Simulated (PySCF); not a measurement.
# Ti⁺: excitation energy

Ti⁺ [Ar] 3d2 4s1 (4F) → Ti⁺ [Ar] 3d2 4p1 (high-spin determinant), as a difference of total energies. Calculation: PySCF 2.14, in x2c-QZVPPall with one added diffuse shell each of s, p, d, f, g type (12s8p6d4f3g, 121 functions); scalar relativity by spin-free X2C-1e. Correlated levels: valence: [Ar] frozen; valence and next inner shell: [Ne] frozen. The calculations carry no spin-orbit coupling.

```csv
method,excitation energy (eV)
UHF,3.598
LDA,3.811
PBE,3.672
PBE0,3.657
r2SCAN,3.705
PBEsol,3.682
LC-wPBE,3.681
MP2 (valence),3.650
SCS-MP2 (valence),3.615
MP2 (valence and next inner shell),3.860
SCS-MP2 (valence and next inner shell),3.793
```

How much does correlation contribute at MP2 (valence and next inner shell)?

3.860 − (3.598) = 0.262 eV, measured against UHF.

A first-order spin-orbit estimate (lowest level to lowest level, LS coupling) adds -0.013 eV.

The determinant of the upper state mixes LS terms, which raises its energy above the lowest term, most at the Hartree-Fock and MP2 levels.
